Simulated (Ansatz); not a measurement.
The same bond dissociation along the group O, S, Se.

Calculated with Ansatz (gas phase, PBE0-D4/def2-TZVP geometries, no zero-point term in ΔE). CCSD(T)/CBS is the MP2 limit (def2-TZVPP, def2-QZVPP) plus CCSD(T) − MP2 in def2-TZVPP, frozen cores. This one scheme is used for every species. DFT in def2-TZVPP. Open shells (•) are unrestricted, without spin–orbit coupling. For Ge, Se outer-core shells are correlated without core-valence functions, which leaves a few kJ/mol of doubt a bond. Scalar relativity is left out up to krypton. One conformer a species, not always the lowest.

```
                                                  reaction  revPBE-D4 (kJ/mol)  CCSD(T)/def2-SVP (kJ/mol)  CCSD(T)/CBS(def2) (kJ/mol)
  `[OH][Ge]([F])([F])[Cl]` → `[F][Ge]([F])[Cl]`• + `[OH]`•                 415                        443                         469
  `[F][Ge]([F])([SH])[Cl]` → `[F][Ge]([F])[Cl]`• + `[SH]`•                 319                        325                         354
`[F][Ge]([F])([Cl])[SeH]` → `[F][Ge]([F])[Cl]`• + `[SeH]`•                 288                        295                         327
```

Largest T1 diagnostic: 0.014, for `[F][Ge]([F])[Cl]`•.
